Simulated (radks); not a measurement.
Task: Neutral dysprosium is in [Xe] 4f10 6s2. All-electron calculation, scalar-relativistic Kohn-Sham, r2SCAN, spin-polarised, spherical densities, finite nucleus; meta-GGA in the generalised Kohn-Sham scheme; Fermi nuclear charge, rms radius of each element as measured or else 0.836 A^(1/3) + 0.57 fm. Program: a radial shooting solver on a logarithmic mesh with Libxc functionals. Open shells are filled with parallel spins first. One electron is removed from 5s, 5p, 4f, 6s in turn, with full relaxation. Which removal costs least, and what does each cost?

Result: 6s 5.709 eV; 4f 7.502 eV; 5p 30.434 eV; 5s 54.551 eV. The 6s electron leaves first.
